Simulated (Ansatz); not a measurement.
`[F][Ge]([F])([F])[I]` + H–F → `[F][Ge]([F])([F])[F]` + HI at 500 K and 1 bar (ligand exchange at a Ge–I bond).

Calculated with Ansatz (gas phase, PBE0-D4/def2-TZVP geometries, no zero-point term in ΔE). CCSD(T)/CBS adds triple-zeta CCSD(T) − MP2 to the extrapolated MP2 energy (def2 sets, frozen cores). This one scheme is used for every species. Elements past krypton have def2 core potentials. For Ge, I outer-core shells are correlated without core-valence functions, which leaves a few kJ/mol of doubt a bond. Scalar relativity is left out up to krypton.

| species | CCSD(T)/CBS energy (Eh) | H − E (kJ/mol) | S (J/(mol·K)) |
| --- | --- | --- | --- |
| `[F][Ge]([F])([F])[I]` | -2673.08048 | 59.4 | 395.5 |
| H–F | -100.39570 | 39.4 | 188.7 |
| `[F][Ge]([F])([F])[F]` | -2475.42984 | 61.4 | 349.2 |
| HI | -298.03592 | 28.6 | 221.6 |

H − E and S are ideal-gas, rigid-rotor, harmonic terms from PBE0-D4/def2-TZVP. 1 Eh = 2625.50 kJ/mol, R = 8.31446 J/(mol·K).

**Question.** By hand: ΔE, ΔH, ΔS and ΔG.

**Answer.** ΔE = (-2475.42984) + (-298.03592) − (-2673.08048) − (-100.39570) = 0.01042 Eh = 27.4 kJ/mol. Δ(H − E) = 61.4 + 28.6 − 59.4 − 39.4 = -8.8, so ΔH = 18.6 kJ/mol. ΔS = 349.2 + 221.6 − 395.5 − 188.7 = -13.4 J/(mol·K). ΔG = 18.6 − 500 × (-13.4)/1000 = 25.3 kJ/mol.

**Question.** By hand: the equilibrium constant, and the temperature at which ΔG would vanish if ΔH and ΔS stayed fixed.

**Answer.** log₁₀ K = −ΔG/(RT ln 10) = -2.6. ΔH and −TΔS have one sign here, so there is no such temperature.

TΔS isn't small against ΔH here. A doubt of 5 kJ/mol in ΔE shifts log₁₀ K by 0.5 here. These are equilibria of isolated gas molecules and say nothing of rates. Largest T1 diagnostic: 0.012 (customary marks: 0.02 for closed shells, 0.045 for open ones).
